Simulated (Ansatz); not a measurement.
One geometry of `C[SiH](F)[InH2]`, several functionals.

```yaml
crystal:
  periodic: [false, false, false]
  atoms:
    - {symbol: C, position_ang: [-1.017054, -0.522132, -1.189602]}
    - {symbol: Si, position_ang: [0.266665, -0.749297, 0.146323]}
    - {symbol: F, position_ang: [1.555802, -1.455939, -0.522284]}
    - {symbol: In, position_ang: [0.963525, 1.447595, 1.318375]}
    - {symbol: H, position_ang: [-1.261941, -1.482420, -1.650701]}
    - {symbol: H, position_ang: [-1.932337, -0.106336, -0.758667]}
    - {symbol: H, position_ang: [-0.671314, 0.156191, -1.972445]}
    - {symbol: H, position_ang: [-0.258904, -1.721439, 1.151270]}
    - {symbol: H, position_ang: [-0.244881, 2.439902, 2.067978]}
    - {symbol: H, position_ang: [2.600450, 1.993874, 1.409743]}
basis:
  gaussian: {orbitals: def2-TZVPP}
hamiltonian: {xc: {name: B3LYP}, dispersion: d4}
output: {forces: true, orbitals: {seedname: orbitals}}
```

```sh
$ ansatz run in.yaml --threads 4 --pin off --events-out ev --progress --plain --max-ram 10444MiB
```

It prints (some lines left out):

```
Functional definition: B3LYP
1446 factors; their error is unknown
mean field evaluation 1: about -16901.0808 eV, gradient 6.3e1 eV
mean field evaluation 2: about -16893.0845 eV, gradient 8.5e1 eV
mean field evaluation 4: about -16909.0862 eV, gradient 5.4e0 eV
mean field evaluation 8: about -16909.1852 eV, gradient 3.6e-1 eV
mean field evaluation 16: about -16909.1854 eV, gradient 5.3e-5 eV
mean field -16909.18537129 eV, -621.4011009374 hartree, gradient 5.3e-5 eV, S^2 0.000000; 0 other end points of the search recorded, 0 dependent functions left out
reference -16909.18569781 eV, -621.4011129367 hartree; 28, 28 occupied and 210, 210 virtual orbitals, 1446 factors
Total energy: -16909.50465589 eV, -621.4128344299 hartree
Atom 0 at    -1.017054    -0.522132    -1.189602 Å, force    -0.085960     0.012943    -0.078390 eV/Å
Atom 1 at     0.266665    -0.749297     0.146323 Å, force    -0.135983    -0.084567     0.153886 eV/Å
Atom 2 at     1.555802    -1.455939    -0.522284 Å, force     0.158103    -0.083030    -0.079811 eV/Å
Atom 3 at     0.963525     1.447595     1.318375 Å, force     0.009885     0.023819     0.010360 eV/Å
Atom 4 at    -1.261941    -1.482420    -1.650701 Å, force    -0.000553     0.052612     0.008224 eV/Å
Atom 5 at    -1.932337    -0.106336    -0.758667 Å, force     0.035046    -0.018925    -0.037288 eV/Å
Atom 6 at    -0.671314     0.156191    -1.972445 Å, force    -0.029323    -0.033216     0.028799 eV/Å
Atom 7 at    -0.258904    -1.721439     1.151270 Å, force     0.024298     0.049595    -0.049980 eV/Å
Atom 8 at    -0.244881     2.439902     2.067978 Å, force    -0.039052     0.047357     0.033397 eV/Å
Atom 9 at     2.600450     1.993874     1.409743 Å, force     0.063538     0.033413     0.010802 eV/Å
Dipole moment:    -0.302769     0.083991    -0.048686 e Å
```

Hardware: 4 threads of an Arm Neoverse V2 on a shared host. Wall time 4.1 s, peak host memory 0.67 GiB.

With the line `hamiltonian: {xc: {name: BLYP}, dispersion: d4}` and no forces (abridged; 2.4 s):

```
Functional definition: BLYP
mean field evaluation 16: about -16904.1666 eV, gradient 3.3e-4 eV
mean field -16904.16660781 eV, -621.2166647815 hartree, gradient 4.3e-5 eV, S^2 0.000000
Total energy: -16904.58716759 eV, -621.2321200683 hartree
```

With the line `hamiltonian: {xc: hse06, dispersion: d4}` and no forces (abridged; 3 s):

```
Functional definition: HSE06
mean field evaluation 16: about -16898.7705 eV, gradient 3.7e-5 eV
mean field -16898.77052695 eV, -621.0183624675 hartree, gradient 3.7e-5 eV, S^2 0.000000
Total energy: -16898.92926457 eV, -621.0241959674 hartree
```

With the line `hamiltonian: {xc: pbe, dispersion: d4}` (abridged; 2.3 s):

```
Functional definition: PBE
mean field evaluation 16: about -16898.0998 eV, gradient 5.2e-3 eV
mean field -16898.09980919 eV, -620.9937140444 hartree, gradient 2.1e-5 eV, S^2 0.000000
Total energy: -16898.29620397 eV, -621.0009314193 hartree
Atom 0 force    -0.002509     0.012547     0.016181 eV/Å
Atom 1 force    -0.262290     0.244379     0.208059 eV/Å
Atom 2 force     0.483892    -0.264179    -0.239328 eV/Å
Atom 3 force    -0.024343    -0.052593    -0.024331 eV/Å
Atom 4 force    -0.049258    -0.183232    -0.088405 eV/Å
Atom 5 force    -0.174357     0.078982     0.071269 eV/Å
Atom 6 force     0.057455     0.128958    -0.147674 eV/Å
Atom 7 force    -0.070890    -0.105400     0.127310 eV/Å
Atom 8 force    -0.087649     0.087725     0.064284 eV/Å
Atom 9 force     0.129949     0.052813     0.012635 eV/Å
Dipole moment:    -0.296800     0.074658    -0.065467 e Å
```

With the line `hamiltonian: {xc: r2scan, dispersion: d4}` (abridged; 4.6 s):

```
Functional definition: r2SCAN
mean field evaluation 16: about -16905.9209 eV, gradient 2.8e-4 eV
mean field -16905.92092273 eV, -621.2811346654 hartree, gradient 9.2e-6 eV, S^2 0.000000
Total energy: -16905.96785495 eV, -621.2828593929 hartree
Atom 0 force    -0.006266     0.011406     0.013734 eV/Å
Atom 1 force    -0.001613     0.012960     0.033987 eV/Å
Atom 2 force     0.024254    -0.018909    -0.019486 eV/Å
Atom 3 force    -0.010693    -0.010318    -0.000941 eV/Å
Atom 4 force     0.000547     0.018353     0.003387 eV/Å
Atom 5 force     0.013154    -0.009301    -0.029871 eV/Å
Atom 6 force    -0.019600    -0.015446     0.009482 eV/Å
Atom 7 force     0.000828     0.014980    -0.008103 eV/Å
Atom 8 force     0.036857    -0.006363    -0.008866 eV/Å
Atom 9 force    -0.037467     0.002638     0.006677 eV/Å
Dipole moment:    -0.302465     0.077241    -0.063872 e Å
```

The same input with `hamiltonian: {xc: {name: B97M-V}}` and no forces (abridged; 8.5 s):

```
Functional definition: B97M-V
mean field evaluation 16: about -16903.7668 eV, gradient 1.4e-3 eV
mean field -16903.76683465 eV, -621.2019733886 hartree, gradient 4.2e-5 eV, S^2 0.000000
Total energy: -16903.76692499 eV, -621.2019767087 hartree
```

B3LYP takes the VWN-RPA correlation (the form of Gaussian; ORCA's B3LYP/G).

HSE06 is the plane-wave form, built on full-range PBE exchange.
